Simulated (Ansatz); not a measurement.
Cost and result for the atomization energy of C3H6AlBr, SMILES `C=[C](Br)[AlH][CH3]` (11 atoms, 10 bonds).

Cartesian coordinates in Å:
```
C -0.167 -0.229 -1.913
C -0.991 -0.504 -0.906
Br -2.696 -1.272 -1.316
Al -0.580 -0.182 0.979
C 1.150 0.622 1.380
H 0.805 0.207 -1.698
H -0.403 -0.415 -2.957
H -1.649 -0.585 2.074
H 1.287 0.799 2.449
H 1.970 -0.021 1.043
H 1.272 1.580 0.865
```

The species carries charge 0 and has multiplicity 1. Correlated methods include outer-core shells of Br, which these sets cover unevenly. Scalar relativity is left out up to krypton. All single points use the PBE0-D4/def2-TZVP geometry. It is one conformer, not always the lowest. Program: Ansatz. All runs use 4 threads of an Arm Neoverse V1 on a shared host. Times are those of one run each, without the atoms' runs, and a repeat can differ threefold. Electronic energies, without spin–orbit coupling; frozen cores. CCSD(T)/CBS adds CCSD(T) − MP2 in def2-TZVPP to the MP2 limit, and its time is that of the two runs behind it. T1 = 0.010. With those shells the extrapolation isn't a true limit. B3LYP takes the VWN-RPA correlation (the form of Gaussian; ORCA's B3LYP/G).

CCSD(T)/CBS is a level of theory with its own doubt, some kJ/mol a heavy atom from the limit and from the frozen cores, so smaller differences don't rank the functionals.

```json
{"level": "PBE-D4/def2-TZVPP (with forces)", "functions": "267", "wall time": "3.1 s"}
{"level": "PBE0-D4/def2-TZVPP", "functions": "267", "wall time": "4.1 s"}
{"level": "r2SCAN-D4/def2-TZVPP (with forces)", "functions": "267", "wall time": "6 s"}
{"level": "B3LYP-D4/def2-TZVPP (with forces)", "functions": "267", "wall time": "6.5 s"}
{"level": "B2PLYP/def2-TZVPP", "functions": "267", "wall time": "8 s"}
{"level": "ωB97X-V/def2-TZVPP", "functions": "267", "wall time": "11 s"}
{"level": "ωB97M-V/def2-TZVPP (with forces)", "functions": "267", "wall time": "17 s"}
{"level": "MP2/def2-QZVPP", "functions": "510", "wall time": "33 s"}
{"level": "CCSD(T)/def2-TZVPP", "functions": "267", "wall time": "4.6 min"}
{"level": "CCSD(T)/CBS(def2)", "functions": "–", "wall time": "5.2 min"}
```

Task: What atomization energy does each give, and how far from CCSD(T)/CBS? (Estimate.)

Result: The calculation gave: 
```json
{"level": "PBE-D4/def2-TZVPP (with forces)", "atomization (kJ/mol)": "4014.5", "difference from CCSD(T)/CBS": "70.2", "per bond": "7.0"}
{"level": "PBE0-D4/def2-TZVPP", "atomization (kJ/mol)": "3956.8", "difference from CCSD(T)/CBS": "12.5", "per bond": "1.2"}
{"level": "r2SCAN-D4/def2-TZVPP (with forces)", "atomization (kJ/mol)": "3961.2", "difference from CCSD(T)/CBS": "16.9", "per bond": "1.7"}
{"level": "B3LYP-D4/def2-TZVPP (with forces)", "atomization (kJ/mol)": "3934.8", "difference from CCSD(T)/CBS": "-9.5", "per bond": "-1.0"}
{"level": "B2PLYP/def2-TZVPP", "atomization (kJ/mol)": "3895.8", "difference from CCSD(T)/CBS": "-48.5", "per bond": "-4.9"}
{"level": "ωB97X-V/def2-TZVPP", "atomization (kJ/mol)": "3939.2", "difference from CCSD(T)/CBS": "-5.1", "per bond": "-0.5"}
{"level": "ωB97M-V/def2-TZVPP (with forces)", "atomization (kJ/mol)": "3943.2", "difference from CCSD(T)/CBS": "-1.1", "per bond": "-0.1"}
{"level": "MP2/def2-QZVPP", "atomization (kJ/mol)": "3963.7", "difference from CCSD(T)/CBS": "19.4", "per bond": "1.9"}
{"level": "CCSD(T)/def2-TZVPP", "atomization (kJ/mol)": "3846.9", "difference from CCSD(T)/CBS": "-97.4", "per bond": "-9.7"}
{"level": "CCSD(T)/CBS(def2)", "atomization (kJ/mol)": "3944.3", "difference from CCSD(T)/CBS": "0.0", "per bond": "0.0"}
```

In def2-TZVPP, CCSD(T) changes the Hartree–Fock value by +923.5 kJ/mol (the triples alone add +61.7 kJ/mol) and MP2 by +983.1 kJ/mol; breaking electron pairs costs correlation energy, which Hartree–Fock lacks. From PBE to PBE0 (25 % exact exchange), in def2-TZVPP and without D4, the atomization energy moves by −54.1 kJ/mol: exact exchange takes away binding that semilocal exchange gives to molecules. The D4 term adds +39.3 kJ/mol with B3LYP and +20.7 kJ/mol with PBE0; it sums over pairs of atoms, weighted by their polarisabilities, and B3LYP, whose exchange is more repulsive, gets the larger term.
